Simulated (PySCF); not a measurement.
Gas-phase reaction: 2 InH + C2H6 → 2 InCH3 + H2

Energies from PySCF (xtb for GFN2), thermal terms from the rigid-rotor harmonic-oscillator model, ideal gas at 1 bar. † marks an energy on the PBE0/def2-TZVP geometry and frequencies; other levels use their own. CCSD(T) freezes the core. All species are closed-shell singlets. In: scalar-relativistic def2 core potential, no spin-orbit coupling. InH, InCH3: computed as isolated molecules; such fragments, hydroxides, amides, oligomers or adducts are transient or little studied in the gas. CCSD(T) isn't extrapolated to the basis-set limit; its ΔH°(298 K) is 25.9 kJ in def2-SVP and -7.1 kJ in def2-TZVPP. The harmonic model lacks anharmonicity and excited electronic states, which grow with temperature; levels with a mode under 35 cm⁻¹ are left out. Internal rotation in C2H6 is treated as a harmonic vibration of one conformer, which makes the entropy rough.

ΔH° and ΔS° at 298 K: BLYP/def2-TZVP† 0 kJ, 6 J/K; CCSD(T)/def2-SVP† 26 kJ, 6 J/K; CCSD(T)/def2-TZVPP† -7 kJ, 6 J/K; GFN2-xTB 156 kJ, 12 J/K; HF/def2-TZVP† 42 kJ, 6 J/K; M06-2X/def2-TZVP† -12 kJ, 6 J/K.

Question: With the heat capacities included, give log10 K (1 bar) at 500, 800, 1200, 2000, 2500 K from BLYP/def2-TZVP†, CCSD(T)/def2-SVP†, CCSD(T)/def2-TZVPP†, GFN2-xTB, HF/def2-TZVP†, M06-2X/def2-TZVP†.

Answer: 
```json
[
 {"T (K)": "500", "BLYP/def2-TZVP†": "0.4", "CCSD(T)/def2-SVP†": "-2.3", "CCSD(T)/def2-TZVPP†": "1.2", "GFN2-xTB": "-15.5", "HF/def2-TZVP†": "-3.9", "M06-2X/def2-TZVP†": "1.7"},
 {"T (K)": "800", "BLYP/def2-TZVP†": "0.7", "CCSD(T)/def2-SVP†": "-1.0", "CCSD(T)/def2-TZVPP†": "1.1", "GFN2-xTB": "-9.2", "HF/def2-TZVP†": "-2.0", "M06-2X/def2-TZVP†": "1.5"},
 {"T (K)": "1200", "BLYP/def2-TZVP†": "0.8", "CCSD(T)/def2-SVP†": "-0.3", "CCSD(T)/def2-TZVPP†": "1.2", "GFN2-xTB": "-5.7", "HF/def2-TZVP†": "-1.0", "M06-2X/def2-TZVP†": "1.4"},
 {"T (K)": "2000", "BLYP/def2-TZVP†": "1.0", "CCSD(T)/def2-SVP†": "0.3", "CCSD(T)/def2-TZVPP†": "1.1", "GFN2-xTB": "-2.9", "HF/def2-TZVP†": "-0.1", "M06-2X/def2-TZVP†": "1.3"},
 {"T (K)": "2500", "BLYP/def2-TZVP†": "1.0", "CCSD(T)/def2-SVP†": "0.4", "CCSD(T)/def2-TZVPP†": "1.1", "GFN2-xTB": "-2.0", "HF/def2-TZVP†": "0.1", "M06-2X/def2-TZVP†": "1.2"}
]
```
